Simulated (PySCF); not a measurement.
## Partial charges of `F[Si-](F)(F)(F)F`

Compound: SiF5 (charge -1).
Geometry (PBE0-D3(BJ)/def2-SVP, Å), atoms numbered from 1 in this order:
```xyz
6
SiF5 angstrom
F      0.9228   -1.3972    0.0457
Si     0.0009    0.0008   -0.0065
F      1.0611    0.7364    1.0222
F     -0.9214    1.3990   -0.0508
F     -1.2952   -0.8337    0.5821
F      0.2381    0.0985   -1.6357
```

Density: PBE0/pcSseg-1 (PySCF); schemes: Mulliken, IAO, Hirshfeld and ESP-fitted. Geometry: PBE0-D3(BJ)/def2-SVP; no solvent, vibrations or thermal averaging. The pcSseg-1 basis has no diffuse functions, a weakness for an anion.

**Question.** Which atoms carry the lowest charge in the Mulliken, IAO, Hirshfeld and ESP-fitted schemes?

**Answer.** All schemes agree: Mulliken F1 and F4 (-0.520); IAO F1 and F4 (-0.596); Hirshfeld F1 and F4 (-0.325); ESP-fitted F1 and F4 (-0.508).

**Question.** At which atom do the 4 schemes differ most?

**Answer.** At Si2: from +0.486 (Hirshfeld) to +1.895 e (IAO), 1.409 e apart.

**Question.** Do the Mulliken, IAO, Hirshfeld and ESP-fitted schemes agree on where the charge is highest?

**Answer.** All schemes agree: Mulliken Si2 (+1.499); IAO Si2 (+1.895); Hirshfeld Si2 (+0.486); ESP-fitted Si2 (+1.343).

**Question.** What partial charge does each atom carry?

**Answer.** In e:

| atom | environment | Mulliken | IAO | Hirshfeld | ESP-fitted |
| --- | --- | --- | --- | --- | --- |
| F1 | silicon-bound fluorine | -0.520 | -0.596 | -0.325 | -0.508 |
| Si2 | silicon bonded to 5 F | +1.499 | +1.895 | +0.486 | +1.343 |
| F3 | silicon-bound fluorine | -0.487 | -0.568 | -0.279 | -0.442 |
| F4 | silicon-bound fluorine | -0.520 | -0.596 | -0.325 | -0.508 |
| F5 | silicon-bound fluorine | -0.487 | -0.568 | -0.279 | -0.443 |
| F6 | silicon-bound fluorine | -0.486 | -0.568 | -0.278 | -0.442 |

Mean size of the charges over all atoms: IAO 0.798 e, Mulliken 0.666 e, ESP-fitted 0.614 e, Hirshfeld 0.329 e. Each set sums to the total charge, -1, to within 0.001 e. The ESP scheme is a least-squares fit of atom-centred charges to the potential on four shells outside the van der Waals surface, with the total charge fixed.

**Question.** How many electrons does the Hirshfeld scheme count on F6?

**Answer.** Z − q = 9 − (-0.278) = 9.278.

**Question.** Sum the charges by element, for elements with more than one atom.

**Answer.** 
```tsv
element	atoms	Mulliken	IAO	Hirshfeld	ESP-fitted
F	5	-2.499	-2.894	-1.487	-2.343
```

The run behind these numbers computed NMR shieldings as well. The run took 10 s of wall time on one thread, Arm Neoverse N1 (aarch64) (shared host), and the process peaked at 0.49 GiB of memory.
